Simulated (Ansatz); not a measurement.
`CC[SiH](O)F` → `CCF` + `O[SiH]` at 400 K and 1 bar (silylene formation by 1,1-elimination).

Gas-phase electronic energies from Ansatz, PBE0-D4/def2-TZVP geometries. CBS: MP2 limit from def2 TZ/QZ plus the TZ coupled-cluster correction, frozen cores. This one scheme is used for every species. Each species was taken in one conformer, which may not be the lowest.

```json
{"species": "`CC[SiH](O)F`", "CCSD(T)/CBS energy (Eh)": "-544.49944", "H − E (kJ/mol)": "274.9", "S (J/(mol·K))": "384.2"}
{"species": "`CCF`", "CCSD(T)/CBS energy (Eh)": "-178.90141", "H − E (kJ/mol)": "197.7", "S (J/(mol·K))": "282.3"}
{"species": "`O[SiH]`", "CCSD(T)/CBS energy (Eh)": "-365.43832", "H − E (kJ/mol)": "70.5", "S (J/(mol·K))": "255.7"}
```

H − E and S are ideal-gas, rigid-rotor, harmonic terms from PBE0-D4/def2-TZVP, for one conformer and one mirror image of each species. 1 Eh = 2625.50 kJ/mol, R = 8.31446 J/(mol·K).

Task: By hand: ΔE, ΔH, ΔS and ΔG.

Result: ΔE = (-178.90141) + (-365.43832) − (-544.49944) = 0.15971 Eh = 419.3 kJ/mol. Δ(H − E) = 197.7 + 70.5 − 274.9 = -6.7, so ΔH = 412.6 kJ/mol. ΔS = 282.3 + 255.7 − 384.2 = 153.8 J/(mol·K). ΔG = 412.6 − 400 × (153.8)/1000 = 351.1 kJ/mol.

Task: By hand: the equilibrium constant, and the temperature at which ΔG would vanish if ΔH and ΔS stayed fixed.

Result: log₁₀ K = −ΔG/(RT ln 10) = -45.8. ΔG = 0 at ΔH/ΔS = 2683 K, far beyond where these terms or the molecules hold.

The number of gas molecules changes by +1, which sets the sign of ΔS. A doubt of 5 kJ/mol in ΔE shifts log₁₀ K by 0.7 here. Other conformers and mirror images would add mixing entropy, several J/(mol·K) or more a flexible species. These are equilibria of isolated gas molecules and say nothing of rates. Largest T1 diagnostic: 0.016 (customary marks: 0.02 for closed shells, 0.045 for open ones).
